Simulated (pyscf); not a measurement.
**H₃C–C•=CH–NH₂, doublet**

Gas-phase minimum from PySCF at ωB97X-D3(BJ)/def2-SVP, one conformer. H₃C–C•=CH–NH₂ lies 27.7 kcal/mol over its isomer H₃C–C(CH₃)=N• (electronic energy, ωB97M-D3(BJ)/def2-TZVP). 

SMILES: C[C]=CN
```xyz
10

C     -1.7548    -0.8176    -2.5693
C     -1.2375    -0.7540    -1.1887
C     -0.2814    -0.1392    -0.5123
N     -0.0629    -0.1609     0.8740
H     -1.7410    -1.8451    -2.9696
H     -2.7902    -0.4439    -2.6410
H     -1.1305    -0.1920    -3.2378
H      0.4080     0.5275    -1.0605
H     -0.5580    -0.9119     1.3454
H      0.9197    -0.1625     1.1291
```
Charge 0, spin multiplicity 2.

Bond lengths (Å): C1–C2 1.476, C1–H5 1.103, C1–H6 1.103, C1–H7 1.108, C2–C3 1.323, C3–N4 1.404, C3–H8 1.105, N4–H9 1.016, N4–H10 1.015. Angles (°): C2–C1–H5 112.0, C2–C1–H6 112.0, C2–C1–H7 110.0, H5–C1–H6 107.7, H5–C1–H7 107.5, H6–C1–H7 107.4, C1–C2–C3 138.8, C2–C3–N4 127.6, C2–C3–H8 118.5, N4–C3–H8 113.7, C3–N4–H9 113.2, C3–N4–H10 113.5, H9–N4–H10 110.7.

Properties at ωB97X-D3(BJ)/def2-SVP:

* **Harmonic wavenumbers, unscaled**: 168, 208, 221, 348, 508, 683, 833, 912, 1023, 1045, 1164, 1239, 1339, 1399, 1438, 1466, 1631, 1831, 3018, 3092, 3109, 3137, 3587, 3690 cm⁻¹
* **Zero-point energy**: 53.0 kcal/mol
* **Rotational symmetry number**: 1
* **Entropy of this conformer at 298 K and 1 atm, rigid rotor and harmonic oscillator, modes under 100 cm⁻¹ raised to 100**: 302.7 J/(mol K)
* **Dipole moment**: 1.21 D
* **Spin expectation value S2**: 0.762

Single-point totals, which compare only within one level:

```json
[
 {"level": "ωB97X-D3(BJ)/def2-TZVP", "total energy (hartree)": "-172.72199"},
 {"level": "PBE/def2-TZVP", "total energy (hartree)": "-172.42082"},
 {"level": "r²SCAN/def2-TZVP", "total energy (hartree)": "-172.54485"},
 {"level": "B3LYP-D3(BJ)/def2-TZVP", "total energy (hartree)": "-172.66462"},
 {"level": "PBE0-D3(BJ)/def2-TZVP", "total energy (hartree)": "-172.44249"},
 {"level": "M06-2X/def2-TZVP", "total energy (hartree)": "-172.56070"},
 {"level": "ωB97M-D3(BJ)/def2-TZVP", "total energy (hartree)": "-172.68927"}
]
```

Soft torsions are taken as harmonic, which can shift the entropy by several J/(mol K).
